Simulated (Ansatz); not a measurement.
```xyz
9

Si   -1.643    0.060    0.454
Al    0.643    0.738   -0.086
C     1.785   -0.621   -0.916
S     2.255   -0.902    0.624
H    -2.092    0.592    1.773
H    -2.625    0.541   -0.562
H    -1.762   -1.426    0.511
H     1.225    2.212   -0.062
H     2.214   -1.194   -1.737
```

Total charge 0; spin multiplicity 1. The bonds changed during the relaxation, so this is another structure than the one it started from.

Problem. List the B3LYP/def2-TZVPP orbital energies in eV (Ansatz). (Estimate.)

Solution. Ansatz gave: Occupied: -2418.92, -1798.39, -1524.31, -278.85, -216.91, -161.43, -161.40, -161.27, -142.98, -112.28, -98.29, -98.29, -98.27, -72.98, -72.87, -72.81, -22.61, -16.20, -14.39, -12.89, -10.87, -9.86, -9.30, -9.28, -8.90, -7.19, -7.13. Lowest empty: -3.32, -0.93, -0.04, 0.29, 1.11, 1.35, 1.49, 2.08.

B3LYP here is the variant with VWN-RPA as its local correlation; programs differ in this.
